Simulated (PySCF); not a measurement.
Compound: C6H7N2 (doublet state).
Cartesian coordinates in Å at the GFN2-xTB level; atoms count from 1:
```
atom  x, y, z in Å
H1     3.0667   -0.4191    0.5133
N2     2.2263   -0.4367    1.0876
C3     1.1459   -0.2128    0.4379
C4     0.8614    0.0934   -0.9115
C5    -0.6160    0.1737   -1.0306
C6    -0.9229    1.3895   -0.1361
N7    -0.7176    1.1338    1.0774
C8    -0.2302   -0.2463    1.1154
C9    -1.0414   -0.9040   -0.0106
H10    1.5622    0.3884   -1.6697
H11   -1.0498    0.1777   -2.0249
H12   -1.2295    2.3518   -0.5034
H13   -0.2474   -0.6676    2.1140
H14   -2.1137   -0.9092    0.1853
H15   -0.6985   -1.9048   -0.2661
```

The hyperfine couplings belong to this conformer and change with its torsions.

Identity: `[H]/N=C1\[CH][C@@H]2C=N[C@H]1C2` [radical].

Computed, not measured: UKS B3LYP, pcH-1 on C H N, non-relativistic, mean-field spin-orbit, GIAO (PySCF 2.14.0). Geometry: GFN2-xTB; no solvent, vibrations or thermal averaging. The geometry wasn't refined by DFT: couplings that depend on bond lengths, twists or pyramidal angles can differ widely from those at the functional's own minimum. Stability of the SCF solution: not tested.

Problem. The isotropic 14N couplings are +13.4, +3.9 MHz. Assign them to N2; N7.

Solution. 
| site | a_iso (MHz) | ρ(0) (bohr⁻³) | position | distance from C4 (Å) | spin population | largest \|T\| (MHz) |
| --- | --- | --- | --- | --- | --- | --- |
| N2 | +13.4 | +0.0416 | 2 bonds from C4 | 2.48 | +0.39 | 35.2 |
| N7 | +3.9 | +0.0121 | 3 bonds from C4 | 2.74 | +0.06 | 6.4 |

Problem. The isotropic 13C couplings are +70.1, +45.5, -40.5, -20.8, +12.9, +0.7 MHz. Assign them to C3; C4; C5; C6; C8; C9.

Solution. 
```tsv
site	a_iso (MHz)	ρ(0) (bohr⁻³)	position	distance from C4 (Å)	spin population	largest |T| (MHz)
C3	-40.5	-0.0360	1 bond from C4	1.41	-0.19	22.7
C4	+70.1	+0.0624	largest spin population	0.00	+0.80	124.5
C5	-20.8	-0.0185	1 bond from C4	1.48	-0.05	2.6
C6	+45.5	+0.0405	2 bonds from C4	2.34	0.00	11.1
C8	+0.7	+0.0006	2 bonds from C4	2.33	+0.01	1.3
C9	+12.9	+0.0115	2 bonds from C4	2.33	+0.03	6.4
```

ρ(0) is the spin density at the nucleus and T the dipolar tensor. The largest Mulliken spin populations are on C4 (+0.80), N2 (+0.39) and C3 (-0.19). The positive populations add up to 1.29 and the negative ones to -0.29, together 2S = 1. The angles at C4 add up to 359.2°, so it is planar; its axial dipolar tensor and the negative coupling of its proton fit spin in a p orbital normal to that plane.

β density exceeds α density at some nuclei, such as C3 (-0.0360), C5 (-0.0185) and H10 (-0.0110), spin density in bohr⁻³. In a single determinant that takes different orbitals for the two spins, that is spin polarisation.
